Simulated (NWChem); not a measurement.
Molecule: Si2NH6F; SMILES N[Si@H](F)[SiH3]

```xyz
10

N      1.4071     1.2270     0.1688
Si    -0.0709     0.5500    -0.4123
F     -1.4296     1.1472     0.3189
Si    -0.0197    -1.7535     0.0336
H      1.6993     2.1677    -0.1077
H      1.7535     0.9942     1.1023
H     -0.1846     0.9220    -1.8617
H     -1.3563    -2.3989    -0.2112
H      0.3561    -1.9686     1.4777
H      1.0116    -2.4324    -0.8282
```
Atoms are numbered in this order, from 1.

Results from NWChem. Structure relaxed at the PBE-D3(BJ)/def2-SVP level. Static field.

```csv
level,isotropic polarisability (bohr³),anisotropy (bohr³)
PBE/aug-cc-pVDZ,71.5,18.0
B3LYP/aug-cc-pVDZ,68.5,16.4
"LDA (Slater exchange, VWN5)/aug-cc-pVDZ",___,___
```

Task: Complete the blanks.

Result: 
- LDA (Slater exchange, VWN5)/aug-cc-pVDZ, isotropic polarisability (bohr³): 72.9
- LDA (Slater exchange, VWN5)/aug-cc-pVDZ, anisotropy (bohr³): 18.7
